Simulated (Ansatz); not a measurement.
A search over several starts for the lowest SCF solution of Hf2O4 at the given spin, in a small basis.

```yaml
crystal:
  periodic: [false, false, false]
  atoms:
    - {symbol: Hf, position_ang: [-0.388274, 1.431924, 0.022158]}
    - {symbol: Hf, position_ang: [0.388188, -1.432022, -0.022068]}
    - {symbol: O, position_ang: [-0.850328, -0.215655, -0.968410]}
    - {symbol: O, position_ang: [0.850825, 0.215732, 0.967945]}
    - {symbol: O, position_ang: [-0.243324, 3.381664, -0.539199]}
    - {symbol: O, position_ang: [0.242912, -3.381642, 0.539575]}
basis:
  gaussian: {orbitals: def2-SVP, initial_orbitals: start.molden}
magnetization: {spin_polarized: true, initial_magnetization: 4}
hamiltonian: {xc: pbe0, dispersion: d4}
output: {orbitals: {seedname: orbitals}}
```

The file start.molden holds the orbitals of an earlier run on this structure, at another level or in another basis.

```sh
$ ansatz run in.yaml --threads 4 --pin off --events-out ev --progress --plain --max-ram 4787MiB
```

Shortened log:

```
Functional definition: PBE0
1152 factors; integrals over basis functions are off by at most 4.6e-4 eV
mean field evaluation 1: about -10786.8210 eV, gradient 3.2e0 eV
mean field evaluation 2: about -10786.8857 eV, gradient 1.3e-1 eV
mean field evaluation 4: about -10787.0174 eV, gradient 2.7e-3 eV
mean field evaluation 8: about -10787.0174 eV, gradient 2.8e-5 eV
mean field evaluation 16: about -10785.6423 eV, gradient 1.7e1 eV
mean field evaluation 32: about -10787.0174 eV, gradient 1.4e-3 eV
mean field evaluation 64: about -10787.0154 eV, gradient 5.2e-2 eV
mean field -10787.01741745 eV, -396.4155783884 hartree, gradient 7.9e-6 eV, S^2 6.006666; 7 other end points of the search recorded, 0 dependent functions left out
reference -10787.01746550 eV, -396.4155801541 hartree; 30, 26 occupied and 90, 94 virtual orbitals, 1152 factors
Total energy: -10787.14817131 eV, -396.4203835039 hartree
```

It took 12 s on 4 threads of Arm Neoverse V2 on a shared host.

In the def2 sets Hf takes a core potential; there is no spin–orbit coupling. At PBE0-D4/def2-TZVP a singlet of charge 0 lies 4.88 eV below the quintet, each at its own geometry. The structure comes from a short search, and lower isomers may exist.
